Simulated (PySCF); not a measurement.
CH₇FOSi₂, SMILES [Si@@H](F)(OC)[SiH3].

The structure is a stationary point at B3LYP-D3(BJ)/def2-SVP. The structure was generated by enumeration; whether it is a known compound was not checked. Other conformers were not sampled.

Two levels are set side by side: PBE/def2-TZVP (PySCF) and B3LYP/def2-TZVP (PySCF). Same geometry, gas phase. Differences are taken from unrounded values.

```
quantity                     B3LYP
---------------------------  -----
orbital gap (eV)              7.77
highest occupied level (eV)  -8.10
lowest empty level (eV)      -0.33
dipole moment (D)             1.49
mean polarisability (bohr³)   70.4
```

Q: What does PBE give, and how far is it from B3LYP? (Estimate from the structure and the level; the computed values follow.)

A: 
```json
[
 {"quantity": "orbital gap (eV)", "PBE": "5.99", "PBE minus B3LYP": "-1.78"},
 {"quantity": "highest occupied level (eV)", "PBE": "-6.99", "PBE minus B3LYP": "1.10"},
 {"quantity": "lowest empty level (eV)", "PBE": "-1.00", "PBE minus B3LYP": "-0.68"},
 {"quantity": "dipole moment (D)", "PBE": "1.42", "PBE minus B3LYP": "-0.07"},
 {"quantity": "mean polarisability (bohr³)", "PBE": "73.4", "PBE minus B3LYP": "3.0"}
]
```

Without exact exchange PBE keeps part of each electron's self-repulsion, which lifts occupied levels and narrows the gap. PBE's more diffuse valence density responds more strongly to a field. Differences between two approximate levels are no errors against the true value.

Rough cost on one machine, each run with all the roots and properties that it gave: B3LYP against PBE within a factor of 2.
